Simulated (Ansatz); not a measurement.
Job for Ansatz (a quantum-chemistry and plane-wave program): R-PBE/def2-TZVPP on H4OSiSn (SMILES [OH][Sn][SiH3]), a point of a torsion scan. Elements past Kr take the def2 small-core potentials; no spin–orbit coupling.

Ansatz 0.2 input:
```yaml
crystal:
  periodic: [false, false, false]
  atoms:
    - {symbol: O, position_ang: [2.37485909, -0.32816216, -0.51315734]}
    - {symbol: Sn, position_ang: [0.75077485, -0.90392053, 0.58544550]}
    - {symbol: Si, position_ang: [1.96855577, -3.06875719, 1.45134483]}
    - {symbol: H, position_ang: [2.91519145, 0.45298776, -0.48143773]}
    - {symbol: H, position_ang: [3.15857702, -2.77935937, 2.28625656]}
    - {symbol: H, position_ang: [1.23564975, -4.02789058, 2.31290907]}
    - {symbol: H, position_ang: [2.50948666, -3.95441313, 0.39949717]}
basis:
  gaussian:
    orbitals: def2-TZVPP
hamiltonian:
  xc: {name: PBE}
scf: {lower_state_search: off}
```

It printed:

```
WARN ansatz: RAYON_NUM_THREADS=1 ignored (pool sized by the plan → 1); use --threads N
Functional definition: PBE
these checks for a lower state are left out or cut short: stability, starts, cluster_reference, orbital_swaps, neighbouring_geometries, increment
integrals: 0.09 GiB planned
1063 factors; their error is unknown
mean field: 0.60 GiB planned
mean field evaluation 1: about -15805.9625 eV, gradient 7.3e1 eV
mean field evaluation 2: about -15660.4775 eV, gradient 2.0e2 eV
mean field evaluation 4: about -15814.8728 eV, gradient 2.1e1 eV
mean field evaluation 8: about -15816.1489 eV, gradient 2.7e-1 eV
mean field evaluation 16: about -15816.1255 eV, gradient 1.6e-4 eV
mean field -15816.12547771 eV, -581.2318907511 hartree, gradient 2.8e-6 eV, S^2 0.000000; 0 other end points of the search recorded, 0 dependent functions left out
reference -15816.12552290 eV, -581.2318924116 hartree; 24, 24 occupied and 155, 155 virtual orbitals, 1063 factors
Total energy: -15816.12552290 eV, -581.2318924116 hartree
Checks for a lower state left out: stability, starts, cluster_reference, orbital_swaps, neighbouring_geometries, increment
```

The calculation finished and met its thresholds.

Cost: roughly 1.7 core-seconds.
